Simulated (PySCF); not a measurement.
A PySCF script (with the pyscf-properties extension) for the NMR shieldings of `[CH2]1[Al]([CH]=C)[CH2][SiH2]C1`, C5H11AlSi, on a GFN2-xTB geometry:

```python
import basis_set_exchange as bse
import numpy as np
from pyscf import gto, dft
from pyscf.prop import nmr

atoms = """
C     2.483539   -1.316790    2.017900
C     2.525563   -0.643724    0.866441
Al    0.787662   -0.092316    0.096995
C    -0.988568   -0.401245    0.994449
C    -1.942282    0.603967    0.315985
Si   -1.556433    0.735490   -1.550735
C     0.351444    0.848628   -1.614859
H     3.359909   -1.675608    2.544418
H     1.535337   -1.540497    2.492687
H     3.509887   -0.449491    0.435427
H    -1.051795   -0.299861    2.085333
H    -1.357263   -1.417434    0.784047
H    -2.986141    0.336827    0.494233
H    -1.796621    1.589334    0.766503
H    -2.024054   -0.483306   -2.235494
H    -2.253298    1.894074   -2.133523
H     0.736343    0.418678   -2.542140
H     0.658013    1.899592   -1.623603
"""
names = dict.fromkeys(["C", "Al", "Si", "H"], "pcSseg-1")
basis = {el: gto.basis.parse(bse.get_basis(n, elements=[el], fmt="nwchem")) for el, n in names.items()}
mol = gto.M(atom=atoms, basis=basis, charge=0, verbose=0)
mf = dft.RKS(mol, xc="PBE0")
mf.grids.level = 2
mf.grids.alignment = dft.numint.BLKSIZE   # the property module wants whole blocks of grid points
mf.conv_tol = 1e-9
mf.kernel()

calc = nmr.RKS(mf)   # GIAO
C = mf.mo_coeff
Co = C[:, mf.mo_occ > 0]
resp = mf.gen_response(singlet=True, hermi=2)
def vind(x):   # induced exchange potential for any number of trial vectors
    d = np.einsum("pi,xij,qj->xpq", C, 2 * x.reshape(-1, C.shape[1], Co.shape[1]), Co, optimize=True)
    return np.einsum("xpq,pi,qj->xij", resp(d - d.transpose(0, 2, 1)), C, Co, optimize=True).ravel()
mo1, _ = nmr.rhf.solve_mo1(calc, with_cphf=vind)
sigma = calc.kernel(mo1)
for i, s in enumerate(sigma):   # ppm
    w = np.linalg.eigvalsh((s + s.T) / 2)
    print("%2d %-2s iso %8.1f  s11 %8.1f  s22 %8.1f  s33 %8.1f" % (i, mol.atom_pure_symbol(i), w.mean(), *w))
```

Task: What are the results?

Result: 
```
 0 C  iso     31.8  s11    -99.8  s22     34.1  s33    161.1
 1 C  iso     32.4  s11    -88.9  s22      7.8  s33    178.2
 2 Al iso    277.5  s11    240.8  s22    291.0  s33    300.8
 3 C  iso    180.1  s11    172.0  s22    175.9  s33    192.5
 4 C  iso    177.5  s11    169.8  s22    176.7  s33    186.1
 5 Si iso    384.4  s11    333.4  s22    388.1  s33    431.7
 6 C  iso    201.0  s11    183.5  s22    201.5  s33    218.0
 7 H  iso     24.5  s11     21.9  s22     24.1  s33     27.6
 8 H  iso     25.1  s11     21.8  s22     23.6  s33     29.7
 9 H  iso     24.6  s11     21.5  s22     25.0  s33     27.1
10 H  iso     30.4  s11     24.7  s22     28.9  s33     37.6
11 H  iso     31.4  s11     26.2  s22     29.5  s33     38.4
12 H  iso     30.2  s11     24.6  s22     28.2  s33     37.9
13 H  iso     31.2  s11     26.4  s22     29.1  s33     38.1
14 H  iso     27.6  s11     23.9  s22     25.6  s33     33.2
15 H  iso     27.0  s11     23.2  s22     24.9  s33     33.0
16 H  iso     31.9  s11     26.6  s22     28.4  s33     40.9
17 H  iso     32.2  s11     26.9  s22     28.5  s33     41.2
```

These numbers come from an equivalent density-fitted implementation of the same equations, which agrees with the script to about 0.01 ppm for H and up to a few tenths of a ppm for heavy atoms, so last digits may differ.

Size and cost of the density-fitted run: 188 basis functions, 85 s wall time (76 s CPU) on 1 thread of an Intel Xeon, shared host; peak memory 0.85 GiB.
